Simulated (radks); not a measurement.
Problem. These are the eigenvalues of the occupied orbitals of an atom or ion with whole-number occupations (hartree). Method: scalar-relativistic Kohn-Sham, exchange-only LDA, spin-polarised, spherical densities, point nucleus; computed with a radial shooting solver on a logarithmic mesh with Libxc functionals.

1s up: -1437.349
1s down: -1437.346
2s up: -241.2076
2s down: -241.1219
2p up: -217.8279
2p down: -217.7585
3s up: -62.56673
3s down: -62.50558
3p up: -55.10290
3p down: -55.03771
3d up: -44.43076
3d down: -44.34804
4s up: -22.77868
4s down: -22.51312
4p up: -20.20538
4p down: -19.94097
4d up: -16.46441

Which element is it, and in what charge state? The configuration may be excited. Open shells, if any, are filled with parallel spins first.

Solution. Z = 57, lanthanum, charge +17: La17+ in [Kr] 4d4. The list shows which subshells hold electrons but not how many an open one holds; the 1s level, -1437.3 hartree, gives Z - s = 53.6 by -(Z - s)^2/2, which with screening and relativity narrows Z to a few neighbours, and the depths of the outer levels then fix element, charge and occupations together.
